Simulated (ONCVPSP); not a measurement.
## F (Z = 9): excitation energies, all-electron against ONCV

fluorine, optimised norm-conserving Vanderbilt (ONCV), made with ONCVPSP 4.0.1 (LDA (Perdew-Wang 92), scalar-relativistic). Core [He], reference 2s2 2p3 (charge +2). Waves: 2s: rc 0.80 bohr, ncon 4, nbas 7, qcut 10.2 1/bohr, 2 projectors, debl 3.7 Ha; 2p: rc 1.35 bohr, ncon 3, nbas 7, qcut 9 1/bohr, 2 projectors, debl 3.1 Ha. Local part: polynomial inside 0.55 bohr (lpopt 4, dvloc0 6 Ha). Core correction: polynomial model core, fcfact 0.25.

Energies are relative to the spin-unpolarised reference configuration 2s2 2p3; without spin polarisation the order of configurations can differ from experiment.

```
valence configuration  charge  ΔE all-electron (eV)  error AE − PS (meV)
              2s2 2p5       0               -58.076                 +346
              2s1 2p5      +1               -19.862                 +408
```

Q: What are ΔE and the potential's error for 2s2 2p2?

A: ΔE = 60.740 eV all-electron; the error (AE − PS) is +280 meV.

Q: What are ΔE and the potential's error for 2s2 2p4?

A: ΔE = -38.518 eV all-electron; the error (AE − PS) is +140 meV.

Levels in the configuration 2s2 2p2:

| level | all-electron (eV) | pseudo (eV) |
| --- | --- | --- |
| 2s | -90.765 | -90.552 |
| 2p | -72.850 | -72.195 |
